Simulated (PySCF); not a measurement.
H10Si4, charge -1, doublet, at a GFN2-xTB geometry (a state made from the parent by changing its charge; the spin is typed, not shown lowest) (in this run its highest filled SCF level lies above zero, so its values depend strongly on the basis, on diffuse functions most of all); BLYP/6-31G (PySCF).

Input for PySCF:
```python
from pyscf import gto, scf, dft

mol = gto.Mole()
mol.atom = '''
    Si    2.454647   -0.764551    1.029488
    Si    1.260091    0.999208    0.194901
    Si   -0.785170    0.366517   -0.828289
    Si   -2.905371   -0.507864   -0.467823
    H     3.000159   -0.754029    2.404170
    H     1.699146   -2.028620    1.027399
    H     3.669842   -1.089922    0.254331
    H     2.378652    2.009648   -0.043774
    H     0.747602    1.710597    1.424885
    H    -0.305255   -0.440426   -2.009152
    H    -1.119821    1.666895   -1.524889
    H    -3.521246    0.246044    0.658232
    H    -4.151177   -0.748951   -1.272925
    H    -2.736664   -1.877579    0.085858
'''
mol.basis = '6-31g'
mol.charge = -1
mol.spin = 1
mol.verbose = 4
mol.build()

mf = dft.UKS(mol)
mf.xc = 'blyp'
mf.conv_tol = 1e-11
mf.kernel()
mf.analyze()
```

Predict the main parts of the log of this PySCF run.


```
PySCF version 2.14.0

[INPUT] verbose = 4
[INPUT] num. atoms = 14
[INPUT] num. electrons = 67
[INPUT] charge = -1
[INPUT] spin (= nelec alpha-beta = 2S) = 1
[INPUT] symmetry False subgroup None
[INPUT] Mole.unit = angstrom
[INPUT] Symbol           X                Y                Z      unit          X                Y                Z       unit  Magmom
[...]
nuclear repulsion = 313.119834140286
number of shells = 48
number of NR pGTOs = 224
number of NR cGTOs = 72
basis = 6-31g
ecp = {}

******** <class 'pyscf.dft.uks.UKS'> ********
method = UKS
initial guess = minao
damping factor = 0
level_shift factor = 0
DIIS = <class 'pyscf.scf.diis.CDIIS'>
diis_start_cycle = 1
diis_space = 8
diis_damp = 0
SCF conv_tol = 1e-11
SCF conv_tol_grad = None
SCF max_cycles = 50
direct_scf = True
direct_scf_tol = 1e-13
number electrons alpha = 34  beta = 33
XC library pyscf.dft.libxc version 7.1.2
    S. Lehtola, C. Steigemann, M. J. T. Oliveira, and M. A. L. Marques,  SoftwareX 7, 1–5 (2018)
XC functionals = blyp
    A. D. Becke,  Phys. Rev. A 38, 3098 (1988)
    C. Lee, W. Yang, and R. G. Parr,  Phys. Rev. B 37, 785 (1988)
    B. Miehlich, A. Savin, H. Stoll, and H. Preuss,  Chem. Phys. Lett. 157, 200 (1989)
radial grids:
    Treutler-Ahlrichs [JCP 102, 346 (1995); DOI:10.1063/1.469408] (M4) radial grids

becke partition: Becke, JCP 88, 2547 (1988); DOI:10.1063/1.454033
pruning grids: <function nwchem_prune>
grids dens level: 3
symmetrized grids: False
atomic radii adjust function: <function treutler_atomic_radii_adjust>
small_rho_cutoff = 0
Set gradient conv threshold to 3.16228e-06
tot grids = 174800
init E= -1163.50372786011

cycle= 1 E= -1163.69861247493  delta_E= -0.195  |g|= 0.141  |ddm|= 3.12
cycle= 2 E= -1163.71024439267  delta_E= -0.0116  |g|= 0.087  |ddm|= 0.985
cycle= 3 E= -1163.71622155676  delta_E= -0.00598  |g|= 0.046  |ddm|= 0.546
cycle= 4 E= -1163.71826256297  delta_E= -0.00204  |g|= 0.00459  |ddm|= 0.157
cycle= 5 E= -1163.71828145203  delta_E= -1.89e-05  |g|= 0.00168  |ddm|= 0.0223
cycle= 6 E= -1163.71828433666  delta_E= -2.88e-06  |g|= 0.000499  |ddm|= 0.00972
cycle= 7 E= -1163.71828456865  delta_E= -2.32e-07  |g|= 0.000249  |ddm|= 0.00356
cycle= 8 E= -1163.71828464006  delta_E= -7.14e-08  |g|= 6.01e-05  |ddm|= 0.00138
cycle= 9 E= -1163.71828464374  delta_E= -3.68e-09  |g|= 1.49e-05  |ddm|= 0.00022
cycle= 10 E= -1163.71828464396  delta_E= -2.2e-10  |g|= 5.04e-06  |ddm|= 6.46e-05
[...]
converged SCF energy = -1163.718284644  <S^2> = 0.75189353  2S+1 = 2.0018926
Total Energy =                       -1163.718284644000732
[...]
spin_pop of  4 H 1s        0.01454
spin_pop of  4 H 2s        0.00066
spin_pop of  5 H 1s        0.00106
spin_pop of  5 H 2s        0.00093
spin_pop of  6 H 1s        0.00035
spin_pop of  6 H 2s        0.00004
spin_pop of  7 H 1s        0.08247
spin_pop of  7 H 2s        0.00345
spin_pop of  8 H 1s       -0.00033
spin_pop of  8 H 2s        0.00059
spin_pop of  9 H 1s       -0.00803
spin_pop of  9 H 2s        0.00007
spin_pop of  10 H 1s       -0.00687
spin_pop of  10 H 2s        0.00037
spin_pop of  11 H 1s       -0.00650
spin_pop of  11 H 2s        0.00011
spin_pop of  12 H 1s        0.07670
spin_pop of  12 H 2s        0.00297
spin_pop of  13 H 1s       -0.00656
spin_pop of  13 H 2s        0.00009
 ** Mulliken Spin Density (per atom)  **
spin density of  0 Si =      0.01451
spin density of  1 Si =      0.26278
spin density of  2 Si =      0.33765
spin density of  3 Si =      0.22896
spin density of  4 H =      0.01520
spin density of  5 H =      0.00199
spin density of  6 H =      0.00039
spin density of  7 H =      0.08592
spin density of  8 H =      0.00025
spin density of  9 H =     -0.00796
spin density of  10 H =     -0.00650
spin density of  11 H =     -0.00638
spin density of  12 H =      0.07967
spin density of  13 H =     -0.00648
 ** Mulliken pop alpha/beta on meta-lowdin orthogonal AOs **
 ** Mulliken pop       alpha | beta **
In total            34.00000 | 33.00000
 ** Mulliken atomic charges   ( Nelec_alpha | Nelec_beta ) **
charge of  0Si =      0.09052  (     6.96199      6.94749 )
charge of  1Si =     -0.05708  (     7.15993      6.89715 )
charge of  2Si =     -0.08473  (     7.21119      6.87354 )
charge of  3Si =     -0.01201  (     7.12048      6.89152 )
charge of  4H =     -0.08674  (     0.55097      0.53577 )
charge of  5H =     -0.07887  (     0.54043      0.53844 )
charge of  6H =     -0.08226  (     0.54132      0.54093 )
charge of  7H =     -0.10878  (     0.59735      0.51143 )
charge of  8H =     -0.09567  (     0.54796      0.54771 )
charge of  9H =     -0.09529  (     0.54367      0.55163 )
charge of  10H =     -0.09478  (     0.54414      0.55064 )
charge of  11H =     -0.09246  (     0.54304      0.54942 )
charge of  12H =     -0.11121  (     0.59544      0.51577 )
charge of  13H =     -0.09064  (     0.54208      0.54856 )

WARN: System has nonzero charge -1; the dipole moment is origin-dependent.
Location of origin: [0. 0. 0.]

Dipole moment(X, Y, Z, Debye):  1.64534, -0.18681,  0.43494
```
